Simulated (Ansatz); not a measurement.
ClH₄N₂Si (`[NH][SiH](N)Cl`) radical, one more setting.

```yaml
crystal:
  periodic: [false, false, false]
  atoms:
    - {symbol: N, position_ang: [-0.425431, 1.190431, -1.263463]}
    - {symbol: Si, position_ang: [-0.492547, -0.179672, -0.197627]}
    - {symbol: N, position_ang: [1.038003, -0.583504, 0.410060]}
    - {symbol: Cl, position_ang: [-1.881258, 0.350650, 1.242392]}
    - {symbol: H, position_ang: [-0.047889, 2.036255, -0.831971]}
    - {symbol: H, position_ang: [-1.015186, -1.368082, -0.894478]}
    - {symbol: H, position_ang: [1.318135, -1.544435, 0.514173]}
    - {symbol: H, position_ang: [1.598374, 0.041357, 0.965112]}
basis:
  gaussian: {orbitals: def2-TZVP}
magnetization: {spin_polarized: true, initial_magnetization: 1}
hamiltonian: {xc: {name: wB97X-V}}
output: {forces: true}
```

```sh
$ ansatz run in.yaml --threads 4 --pin off --events-out ev --progress --plain --max-ram 10444MiB
```

Output, abridged:

```
Functional definition: wB97X-V
1001 factors; their error is unknown
235 factors; integrals over basis functions are off by at most 3.6e-5 eV
mean field evaluation 1: about -23437.3541 eV, gradient 4.1e1 eV
mean field evaluation 2: about -23438.2639 eV, gradient 3.9e1 eV
mean field evaluation 4: about -23444.2427 eV, gradient 1.3e0 eV
mean field evaluation 8: about -23444.2909 eV, gradient 2.5e-1 eV
mean field evaluation 16: about -23444.3423 eV, gradient 5.4e-3 eV
mean field -23444.34231784 eV, -861.5636890345 hartree, gradient 5.1e-5 eV, S^2 0.753335; 2 other end points of the search recorded, 0 dependent functions left out
reference -23444.34231608 eV, -861.5636889698 hartree; 25, 24 occupied and 135, 136 virtual orbitals, 1001 factors
Total energy: -23444.34231608 eV, -861.5636889698 hartree
Atom 0 at    -0.425431     1.190431    -1.263463 Å, force    -0.007297     0.067571    -0.072244 eV/Å
Atom 1 at    -0.492547    -0.179672    -0.197627 Å, force    -0.124984    -0.151321    -0.003670 eV/Å
Atom 2 at     1.038003    -0.583504     0.410060 Å, force     0.022859     0.018215     0.011018 eV/Å
Atom 3 at    -1.881258     0.350650     1.242392 Å, force     0.024667     0.003346    -0.004585 eV/Å
Atom 4 at    -0.047889     2.036255    -0.831971 Å, force     0.016220     0.056041     0.007308 eV/Å
Atom 5 at    -1.015186    -1.368082    -0.894478 Å, force     0.003766     0.027374     0.014593 eV/Å
Atom 6 at     1.318135    -1.544435     0.514173 Å, force     0.018243    -0.059567     0.007619 eV/Å
Atom 7 at     1.598374     0.041357     0.965112 Å, force     0.046526     0.038342     0.039961 eV/Å
Dipole moment:     0.534893    -0.087682     0.247614 e Å
```

Run time 12 s (4 threads of an Arm Neoverse V1 on a shared host); peak host memory 0.62 GiB.
